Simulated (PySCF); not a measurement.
C2H6GeO2, SMILES [CH3][Ge@@H]([OH])[CH]=O.

The structure is a stationary point at PBE-D3(BJ)/def2-SVP. The structure was generated by enumeration; whether it is a known compound was not checked. The values are those of a single conformer.

Two levels are set side by side: PBE/def2-TZVP (PySCF) and ωB97X/def2-TZVP (PySCF). Same geometry, gas phase. Differences are taken from unrounded values.

| quantity | PBE |
|---|---|
| orbital gap (eV) | 2.95 |
| highest occupied level (eV) | -5.90 |
| lowest empty level (eV) | -2.95 |
| dipole moment (D) | 2.99 |
| mean polarisability (bohr³) | 63.8 |

Question: These are the PBE values. What does ωB97X give? (Estimate from the structure and the level; the computed values follow.)

Answer: 
```
quantity                     ωB97X  PBE minus ωB97X
---------------------------  -----  ---------------
orbital gap (eV)             10.21            -7.26
highest occupied level (eV)  -9.66             3.76
lowest empty level (eV)       0.55            -3.50
dipole moment (D)             3.35            -0.36
mean polarisability (bohr³)   59.8              4.0
```

Without exact exchange PBE keeps part of each electron's self-repulsion, which lifts occupied levels and narrows the gap. Loosely held outer electrons make PBE densities more polarisable. Differences between two approximate levels are no errors against the true value.

Rough cost on one machine, each run with all the roots and properties that it gave: ωB97X against PBE within a factor of 2.
